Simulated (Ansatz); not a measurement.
`OB(O)[Se]C(F)(F)F` + `O[Si](Cl)(Cl)Cl` → `OB(O)O[Si](Cl)(Cl)Cl` + `FC(F)(F)[SeH]`  (ligand exchange at a B–Se bond)

Calculated with Ansatz (gas phase, PBE0-D4/def2-TZVP geometries, no zero-point term in ΔE). CCSD(T)/CBS adds triple-zeta CCSD(T) − MP2 to the extrapolated MP2 energy (def2 sets, frozen cores). Functionals use def2-TZVPP. B3LYP here is the variant with VWN-RPA as its local correlation; programs differ in this. For Se outer-core shells are correlated without core-valence functions, which leaves a few kJ/mol of doubt a bond. Scalar relativity is left out up to krypton. Each species was taken in one conformer, which may not be the lowest.

| level | ΔE (kJ/mol) |
| --- | --- |
| PBE0-D4 | -63.1 |
| r2SCAN | -64.1 |
| B3LYP | -70.8 |
| CCSD/def2-TZVPP | -72.8 |

Question: What does CCSD(T)/CBS give? (Best estimate.)

Answer: The calculation gave: -65.9 kJ/mol. The listed levels differ from it by 2.8, 1.8, -4.9, -6.9 kJ/mol.

Largest T1 diagnostic among the species: 0.012.

In def2-TZVPP, CCSD(T) changes the Hartree–Fock value by +23.8 kJ/mol (the triples alone add +4.4 kJ/mol) and MP2 by +29.4 kJ/mol. From PBE to PBE0 (25 % exact exchange), in def2-TZVPP and without D4, ΔE moves by −6.9 kJ/mol.
